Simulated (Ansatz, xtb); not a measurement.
**Relative energy of two isomers of CH4AlCl3O**

Structure X: `C[OH+][Al-]([Cl])([Cl])[Cl]`, a singlet. Structure Y: `[OH2+][Al-]([Cl])([Cl])[CH2]Cl`, a singlet. Both are isolated molecules in the gas phase, relaxed with PBE0-D4/def2-SVP; the shapes shown needn't be the lowest conformers.

X (Å):

```tsv
atom	x (Å)	y (Å)	z (Å)
C	0.4259	-1.1406	0.7976
Al	-0.6850	1.1953	-0.6836
Cl	-2.0844	-0.1896	-1.4601
Cl	0.5610	2.1674	-2.0933
Cl	-1.2918	2.2323	1.0480
O	0.6820	0.0171	-0.0061
H	1.3691	-1.4960	1.2318
H	-0.0606	-1.9232	0.1991
H	-0.2455	-0.8146	1.6011
H	1.4123	-0.0994	-0.6314
```

Y (Å):

```yaml
atoms:
  - { symbol: C, position_ang: [-0.0014, -1.3907, 1.8477] }
  - { symbol: Al, position_ang: [1.1599, -0.5838, 0.4563] }
  - { symbol: Cl, position_ang: [1.1226, 1.5370, 0.2749] }
  - { symbol: Cl, position_ang: [3.0287, -1.5140, 0.1278] }
  - { symbol: Cl, position_ang: [-1.7228, -1.4301, 1.2453] }
  - { symbol: O, position_ang: [0.0426, -1.0176, -1.0750] }
  - { symbol: H, position_ang: [-0.8365, -1.2517, -0.6890] }
  - { symbol: H, position_ang: [-0.0910, -0.2683, -1.6743] }
  - { symbol: H, position_ang: [0.2529, -2.4312, 2.0960] }
  - { symbol: H, position_ang: [-0.0294, -0.8173, 2.7853] }
```

Problem. Estimate which is lower in electronic energy at CCSD(T)/def2-SVP + ΔMP2/def2-TZVPP, and by roughly how much.

Solution. The CCSD(T)/def2-SVP + ΔMP2/def2-TZVPP calculation puts structure X lower, by 32.0 kcal/mol.

The same difference at several levels:

| level | geometry | E(Y) − E(X) (kcal/mol) | departure from the last row (kcal/mol) | job, with rough time for the two |
| --- | --- | --- | --- | --- |
| PBE0-D4/def2-SVP | PBE0-D4/def2-SVP | +33.3 | +1.3 | optimisation, 50 s |
| HF/def2-SVP | PBE0-D4/def2-SVP | +42.5 | +10.5 | part of the CCSD(T) run |
| MP2/def2-SVP | PBE0-D4/def2-SVP | +36.2 | +4.2 | part of the CCSD(T) run |
| CCSD(T)/def2-SVP | PBE0-D4/def2-SVP | +36.2 | +4.2 | single point |
| CCSD(T)/def2-SVP + ΔMP2/def2-TZVPP | PBE0-D4/def2-SVP | +32.0 |  | single point, 30 s |

As drawn, Y has 1 C–Al, 1 C–Cl, 1 O–H in place of 1 C–O, 1 Al–Cl, 1 C–H.

None of the levels shown reverses the order. The largest departure from CCSD(T)/def2-SVP + ΔMP2/def2-TZVPP is that of HF/def2-SVP, 10.5 kcal/mol. Levels run at GFN2-xTB geometries aren't shown. The last row adds to CCSD(T) the change of the MP2 difference between the two basis sets, here −4.2 kcal/mol, a large step that makes the value less sure.

With thermal terms from frequencies at re-optimised GFN2-xTB minima (ideal gas, soft modes damped towards free rotors, one conformer each, 298.15 K, 1 atm): on the last row, ΔE + ΔZPE = +29.7, ΔH = +29.6, ΔG = +30.4 kcal/mol.

The correlated steps freeze 22 core orbitals. Programs: Ansatz 0.2.0, xtb 6.7.1; the last row on 2 threads of Intel(R) Xeon(R) 6975P-C (Granite Rapids) on a shared host.
